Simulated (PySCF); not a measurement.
## Polarisability and C₆ of C (carbon, neutral)

[He] 2s2 2p2, high-spin 3P determinant. Calculation: PySCF 2.14, in aug-cc-pwCVDZ (5s4p2d, 27 functions); the non-relativistic Hamiltonian (point nucleus). Coupled (time-dependent) response in atomic units; α is the mean over directions. A double-zeta set is small for polarisabilities.

| method | mean α (bohr³) | α xx, yy, zz | C₆ (like pair) | S(−4) |
| --- | --- | --- | --- | --- |
| UHF | 11.59 | 10.54, 12.12, 12.12 | 45.30 | 86.43 |
| PBE | 12.47 | 10.52, 13.44, 13.44 | 50.61 | 93.38 |
| PBE0 | 11.98 | 10.36, 12.79, 12.79 | 48.14 | 82.21 |
| BHandHLYP | 11.43 | 10.11, 12.09, 12.09 | 45.08 | 72.64 |

S(−4) is the Cauchy moment in α(ω) = α(0) + S(−4) ω² + …

Reference α: 11.3 ± 0.4 bohr³ (recommended; Schwerdtfeger and Nagle, table of static dipole polarizabilities (2023 update)). Published C₆: 46.60 (Chu and Dalgarno (2004); Tang, Norbeck and Certain (1976)).

α(iu) at BHandHLYP:

```tsv
u (hartree)	α(iu) (bohr³)
0	11.43
0.0500	11.26
0.100	10.77
0.200	9.302
0.300	7.741
0.500	5.262
0.750	3.368
1.00	2.289
1.50	1.231
2.00	0.7617
3.00	0.3733
5.00	0.1483
```

A single London oscillator, α(iu) = α/(1 + u²/ω²), gives C₆ = (3/4) ω α². Matching the computed C₆ needs ω = 4 × 45.08 / (3 × 11.43²) = 0.460 hartree.

The components differ because the open shell of this determinant is not spherical; for a pure term their mean is the scalar polarisability.
